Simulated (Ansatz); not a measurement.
Molecule: ethoxy(difluoro)borane, C₂H₅BF₂O, charge 0, multiplicity 1. SMILES: CCOB(F)F
Coordinates optimised at B3LYP-D3(BJ)/def2-TZVP (Ansatz, an electronic-structure program):
```xyz
11

C     -2.1692    -0.4595     0.6482
C     -0.9372    -1.1809     0.1432
O      0.2590    -0.5035     0.5666
B      0.8685     0.4175    -0.1909
F      1.9553     1.0256     0.2649
F      0.4328     0.7602    -1.4053
H     -2.2434     0.5374     0.2107
H     -3.0665    -1.0184     0.3753
H     -2.1395    -0.3622     1.7340
H     -0.8720    -2.1847     0.5621
H     -0.9482    -1.2614    -0.9453
```
Charge 0, spin multiplicity 1.

Wanted: vertical triplet-singlet gap (E(triplet) - E(singlet); each state is the SCF solution reached for its spin; for the triplet T1 is 0.048), in kcal/mol. Cores are frozen in the correlated levels unless marked. Open shells are spin-unrestricted. Spin-orbit coupling is left out. Non-relativistic. CBS(X,Y): correlation extrapolated as X^-3; Hartree-Fock from the larger set. [CCSD(T)-MP2]/basis is that difference in the basis named.

RI-MP2/CBS(aug-cc-pVTZ,aug-cc-pVQZ)+[CCSD(T)-MP2]/aug-cc-pVTZ (Ansatz) gives 200.3 kcal/mol.

### Question
Another calculation gave 177.6 kcal/mol. Which level was it?
(A) CAM-B3LYP/def2-TZVPD (Ansatz)
(B) PBE/def2-TZVPD (Ansatz)
(C) PBE0/def2-TZVPD (Ansatz)
(D) r2SCAN/def2-TZVPD (Ansatz)

### Answer
B, PBE/def2-TZVPD (Ansatz). The others give 195.2 (CAM-B3LYP), 185.9 (r2SCAN), 189.4 (PBE0) kcal/mol.
